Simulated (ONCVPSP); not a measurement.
# PBEsol ONCV dataset for Cu, scalar-relativistic all-electron reference.

| Property | Result |
| --- | --- |
| Element | Cu |
| Generator | ONCVPSP 4.0.1 |
| Type | optimised norm-conserving Vanderbilt (ONCV) |
| Functional | PBEsol |
| Relativity | scalar-relativistic |
| Frozen core | [Ne] 3s2 |
| Valence charge | 17 |
| Reference configuration | 3p6 3d10 4s0.5 (charge +0.5) |
| Partial waves | 4s: rc 2.35 bohr, ncon 4, nbas 7, qcut 2.4 1/bohr, 1 projector; 3p: rc 0.80 bohr, ncon 4, nbas 8, qcut 11.6 1/bohr, 2 projectors, debl 2.6 Ha; 3d: rc 1.15 bohr, ncon 4, nbas 9, qcut 12 1/bohr, 2 projectors, debl 2.2 Ha |
| Local potential | polynomial inside 0.75 bohr (lpopt 3, dvloc0 0 Ha) |
| Core correction | Teter function, fcfact 4.25, rcfact 1.45 |

In the p channel the program set the typed energies aside and used -2.796, 0.250 Ha.

All-electron outer shells of the reference configuration (PBEsol, scalar-relativistic, ld1.x):

```tsv
shell	level (eV)	outermost node (bohr)	outermost maximum (bohr)
3s	-118.48	0.29	0.61
3p	-76.09	0.26	0.62
3d	-9.14	–	0.60
4s	-8.06	0.89	2.19
```

Results:

- Cutoffs needed: 64 Ha and 179 Ha (the cutoffs (Ha) at which the residual kinetic energy of the hardest occupied pseudo-wave falls to 1 and 0.1 mHa per electron)
- Ghost test: ghosts flagged at negative energy: s at -156.3 eV; no localised positive-energy state flagged; a true bound ghost makes a file unfit for plane-wave use
- Largest excitation error: +18 meV (all-electron minus pseudo) for 3p6 3d9 4s1 4p1, out of 4 test configurations
- rms error of d²Exc/dni dnj: 3.45 mHa without and 1.90 mHa with the model core

Generation and tests took about 3.7 s on one core of a shared server CPU.
